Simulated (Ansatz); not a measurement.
Geometry optimisation, Ansatz, RKS PBE-D4/def2-SVP.

Input file:

```yaml
crystal:
  periodic: [false, false, false]
  atoms:
    - { symbol: S, position_ang: [-1.61976, -0.08568, 1.22278] }
    - { symbol: Si, position_ang: [-0.05849, 0.04109, -0.0346] }
    - { symbol: Se, position_ang: [1.97028, -0.69915, 0.10186] }
    - { symbol: H, position_ang: [-0.29202, 0.74374, -1.29004] }
total_charge: -1
basis:
  gaussian: { orbitals: def2-SVP }
hamiltonian:
  xc: pbe
  dispersion: d4
relax:
  f_tol: 0.02
  max_steps: 40
scf:
  lower_state_search: "off"
```

Run as:

```bash
$ ansatz run input.yaml --threads 1 --pin off --max-ram 2048MiB --backend cpu --events-out ev --progress --plain --runs-dir out
```

Where does it end, and by what steps?

The run converged. Limits of this set-up: an anion without diffuse functions, the dipole of an ion depends on the origin. After 3 steps the energy has fallen by 0.048 eV; H4 moved furthest, 0.04 Å.

```csv
step,energy less start (eV),largest force component (eV/Å),accepted
0,0.0000,0.997,yes
1,-0.0421,0.360,yes
2,-0.0483,0.035,yes
3,-0.0483,0.006,yes
```

```xyz
4
Properties=species:S:1:pos:R:3
S -1.637 -0.077 1.219
Si -0.038 0.018 -0.010
Se 1.995 -0.707 0.104
H -0.320 0.766 -1.313
```

Time of the run: 4.9 s on 1 thread of Arm Neoverse V1, with other jobs on the host, peak memory 0.12 GiB.
